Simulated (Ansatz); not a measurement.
CH4AlFS, SMILES `FC[S][AlH2]`. Charge 0, multiplicity 1.

```xyz
8

F     0.0833    0.0867   -1.0869
C     0.7573   -0.9528   -0.2807
S    -0.0349   -0.9438    1.3125
Al   -0.8466    0.9855    0.4344
H     1.7981   -0.6341   -0.2778
H     0.6104   -1.8714   -0.8445
H     0.0258    2.2917    0.6249
H    -2.3933    1.0382    0.1180
```

(1) Give the diagnostics of a CCSD(T)/def2-TZVPP run (frozen core, Ansatz 0.2.0). (An estimate is asked.)

Answers

(1) Ansatz gave: T1 = 0.0121, largest single amplitude 0.012, largest double 0.021, (T) share of the correlation energy 3.7 %, 10 CCSD cycles. The RHF solution is stable towards an unrestricted one. T1 lies under the customary mark of 0.02 for closed shells.
